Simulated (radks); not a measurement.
Question: The mean radii <r> (bohr) of the occupied orbitals of an atom or ion are listed with their occupations. All-electron calculation, Dirac Kohn-Sham, BLYP, spin-unpolarised, spherical densities, finite nucleus; Fermi nuclear charge, rms radius of each element as measured or else 0.836 A^(1/3) + 0.57 fm. Program: a radial shooting solver on a logarithmic mesh with Libxc functionals.

orbital  occ.      <r>
1s1/2       2  0.03111
2s1/2       2   0.1335
2p1/2       2   0.1132
2p3/2       4   0.1181
3s1/2       2   0.3369
3p1/2       2   0.3234
3p3/2       4   0.3315
3d3/2       1   0.2928

Name the element and its charge. Open shells, if any, fill j = l - 1/2 first.

Answer: Z = 47, silver, charge +28: Ag28+ in [Ar] 3d1. The 1s radius gives Z: for a bare nucleus <r> = (2 gamma + 1)/(2Z) with gamma = sqrt(1 - (Z/c)^2), 0.03062 bohr for Z = 47, and screening makes it slightly larger (0.03111 here). The occupations add up to 19, and the charge is Z minus that.
